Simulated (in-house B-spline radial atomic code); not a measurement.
Radial electron density of Te⁵⁺, [Kr] 4d10 5s1. Computed with a B-spline radial code for spherical atoms: scalar-relativistic (X2C) wB97X, spin-polarised, spherical fractional occupations, Fermi nucleus of rms radius 4.7423 fm.

One-electron X2C: radii and densities carry no picture-change correction, so inner-shell <1/r> comes out high (for 1s by about 2 % at Z = 33, 5 % at 54, 10 % at 75, 30 % at 118) and <r> low.

Columns: r (bohr), 4πr²n(r) (electrons per bohr), bar.

```
0.000879     2.17 #
 0.00108    3.005 ##
 0.00133    4.159 ##
 0.00163    5.684 ###
 0.00201    7.792 ####
 0.00247    10.54 #####
 0.00303    14.08 #######
 0.00373    18.68 #########
 0.00459    24.39 ############
 0.00564    31.18 ################
 0.00693    38.95 ####################
 0.00852    47.32 ########################
  0.0105    55.62 ############################
  0.0129    62.54 ################################
  0.0158    66.93 ##################################
  0.0195    67.98 ###################################
  0.0239    65.56 #################################
  0.0294    61.19 ###############################
  0.0362    58.12 ##############################
  0.0445    60.04 ##############################
  0.0547    68.33 ###################################
  0.0672    79.67 ########################################
  0.0826    86.67 ############################################
   0.102    82.85 ##########################################
   0.125    70.86 ####################################
   0.154    61.46 ###############################
   0.189    63.76 ################################
   0.232    71.46 ####################################
   0.285    68.71 ###################################
   0.351     49.9 #########################
   0.431    29.71 ###############
    0.53    22.68 ############
   0.652    25.71 #############
   0.802    25.84 #############
   0.985    18.98 ##########
    1.21    10.38 #####
    1.49    4.592 ##
    1.83    1.833 #
    2.25   0.6524 
    2.77   0.1748 
     3.4  0.03168 
    4.18  0.00315 
    5.14 0.0001313 
    6.32 2.677e-06
```

On this grid the curve has 4 maxima, near 0.0195, 0.0826, 0.232, 0.802 bohr.

The 5s up radial function P(r) = rR(r), positive near the nucleus:

```json
{"r (bohr)": "0.000385", "P": "0.01482"}
{"r (bohr)": "0.000581", "P": "0.02069"}
{"r (bohr)": "0.000879", "P": "0.02882"}
{"r (bohr)": "0.00133", "P": "0.03984"}
{"r (bohr)": "0.00201", "P": "0.05441"}
{"r (bohr)": "0.00303", "P": "0.07283"}
{"r (bohr)": "0.00459", "P": "0.09496"}
{"r (bohr)": "0.00693", "P": "0.1177"}
{"r (bohr)": "0.0105", "P": "0.1343"}
{"r (bohr)": "0.0158", "P": "0.131"}
{"r (bohr)": "0.0239", "P": "0.08728"}
{"r (bohr)": "0.0362", "P": "-0.01306"}
{"r (bohr)": "0.0547", "P": "-0.1466"}
{"r (bohr)": "0.0826", "P": "-0.2115"}
{"r (bohr)": "0.125", "P": "-0.06521"}
{"r (bohr)": "0.189", "P": "0.2349"}
{"r (bohr)": "0.285", "P": "0.2597"}
{"r (bohr)": "0.431", "P": "-0.2157"}
{"r (bohr)": "0.652", "P": "-0.4573"}
{"r (bohr)": "0.985", "P": "0.1759"}
{"r (bohr)": "1.49", "P": "0.8536"}
{"r (bohr)": "2.25", "P": "0.6706"}
{"r (bohr)": "3.4", "P": "0.1741"}
{"r (bohr)": "5.14", "P": "0.01145"}
```
